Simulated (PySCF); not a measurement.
Calculation: B3LYP-D3(BJ)/def2-TZVP // PBE0-D3(BJ)/def2-TZVP (PySCF 2.14.0). Isolated molecules, 0 K electronic values unless said otherwise. B3LYP has the VWN-RPA correlation part, as in Gaussian. 

Reference species (SMILES): `[F][AlH][F]` (neutral, multiplicity 1).

```json
{
 "HOMO–LUMO gap": "8.77 eV",
 "dipole_moment": "1.35 D"
}
```

Changed species: `[AlH2][F]` (whole molecule; the reference has whole molecule).

Task: Predict the effect on the HOMO–LUMO gap and dipole moment.

Result: the HOMO–LUMO gap drops by 1.77 eV, to 7.00 eV; the dipole moment stays essentially unchanged.
